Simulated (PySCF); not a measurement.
This PySCF input asks for the NMR shieldings of SMILES S([Si@H]1[C@H](OC)[C@H]1C)[SiH3], C4H12OSSi2; the geometry comes from GFN2-xTB.

```python
import basis_set_exchange as bse
import numpy as np
from pyscf import gto, dft
from pyscf.prop import nmr

atoms = """
C    -2.856671   -1.668377   -0.869218
O    -2.361303   -0.361145   -0.988857
C    -1.327948   -0.087331   -0.091609
C    -0.423887    1.080111   -0.506468
C    -0.127178    2.131366    0.536622
Si    0.429272   -0.606626   -0.559682
S     1.754728   -1.137037    1.032993
Si    3.649775   -0.288510    0.458805
H    -3.617761   -1.790061   -1.637287
H    -2.052572   -2.402045   -1.019172
H    -3.302670   -1.837105    0.118306
H    -1.652903   -0.098453    0.950224
H    -0.730521    1.502214   -1.457177
H     0.664334    2.796966    0.196114
H     0.188931    1.666864    1.468800
H    -1.015905    2.729573    0.736828
H     0.724534   -1.223768   -1.835386
H     3.997228    0.670702    1.495095
H     4.575525   -1.409387    0.400277
H     3.479844    0.342727   -0.841943
"""
names = dict.fromkeys(["C", "O", "Si", "S", "H"], "pcSseg-1")
basis = {el: gto.basis.parse(bse.get_basis(n, elements=[el], fmt="nwchem")) for el, n in names.items()}
mol = gto.M(atom=atoms, basis=basis, charge=0, verbose=0)
mf = dft.RKS(mol, xc="PBE0")
mf.grids.level = 2
mf.grids.alignment = dft.numint.BLKSIZE   # the property module wants whole blocks of grid points
mf.conv_tol = 1e-9
mf.kernel()

calc = nmr.RKS(mf)   # GIAO
C = mf.mo_coeff
Co = C[:, mf.mo_occ > 0]
resp = mf.gen_response(singlet=True, hermi=2)
def vind(x):   # induced exchange potential for any number of trial vectors
    d = np.einsum("pi,xij,qj->xpq", C, 2 * x.reshape(-1, C.shape[1], Co.shape[1]), Co, optimize=True)
    return np.einsum("xpq,pi,qj->xij", resp(d - d.transpose(0, 2, 1)), C, Co, optimize=True).ravel()
mo1, _ = nmr.rhf.solve_mo1(calc, with_cphf=vind)
sigma = calc.kernel(mo1)
for i, s in enumerate(sigma):   # ppm
    w = np.linalg.eigvalsh((s + s.T) / 2)
    print("%2d %-2s iso %8.1f  s11 %8.1f  s22 %8.1f  s33 %8.1f" % (i, mol.atom_pure_symbol(i), w.mean(), *w))
```

Problem. Give the expected output.

Solution. 
```
 0 C  iso    123.1  s11     87.4  s22     99.1  s33    182.8
 1 O  iso    300.4  s11    262.7  s22    295.1  s33    343.3
 2 C  iso    107.6  s11     57.8  s22     87.1  s33    177.8
 3 C  iso    163.5  s11    142.6  s22    154.4  s33    193.4
 4 C  iso    171.8  s11    156.2  s22    170.8  s33    188.3
 5 Si iso    425.4  s11    303.1  s22    353.2  s33    619.9
 6 S  iso    868.5  s11    807.0  s22    866.7  s33    932.0
 7 Si iso    399.0  s11    367.6  s22    377.8  s33    451.5
 8 H  iso     28.0  s11     23.6  s22     25.2  s33     35.1
 9 H  iso     28.5  s11     25.0  s22     27.5  s33     33.0
10 H  iso     28.3  s11     24.7  s22     25.5  s33     34.6
11 H  iso     28.0  s11     23.8  s22     29.0  s33     31.3
12 H  iso     30.5  s11     25.2  s22     28.8  s33     37.4
13 H  iso     30.3  s11     25.3  s22     27.8  s33     37.8
14 H  iso     30.7  s11     25.6  s22     31.0  s33     35.5
15 H  iso     30.0  s11     24.6  s22     27.7  s33     37.7
16 H  iso     27.6  s11     21.8  s22     26.0  s33     34.9
17 H  iso     26.9  s11     22.6  s22     24.8  s33     33.2
18 H  iso     26.9  s11     22.4  s22     24.7  s33     33.7
19 H  iso     27.2  s11     23.1  s22     26.7  s33     31.6
```

These numbers come from an equivalent density-fitted implementation of the same equations, which agrees with the script to about 0.01 ppm for H and up to a few tenths of a ppm for heavy atoms, so last digits may differ.

Problem. Turn these shieldings into chemical shifts. Scale: TMS for $^{13}$C (186.93 ppm), $^{29}$Si (349.16 ppm), $^{1}$H (31.72 ppm); H2O for $^{17}$O (336.08 ppm); CS2 for $^{33}$S (503.73 ppm) (reference shieldings calculated alike).

Solution. Averaging equivalent atoms: C 2: 79.3; C 0: 63.8; C 3: 23.5; C 4: 15.2; O 1: 35.7; Si 7: -49.8; Si 5: -76.2; S 6: -365; H 17/18/19: 4.72; H 16: 4.16; H 11: 3.67; H 8/9/10: 3.48; H 13/14/15: 1.40; H 12: 1.25 ppm. Experimental scales use liquid or dissolved standards, which lie at an offset from isolated H2O (liquid H2O: subtract about 36 ppm).

Size and cost of the density-fitted run: 217 basis functions, 77 s wall time on 1 thread of an Intel Xeon, shared host; peak memory 1.1 GiB.
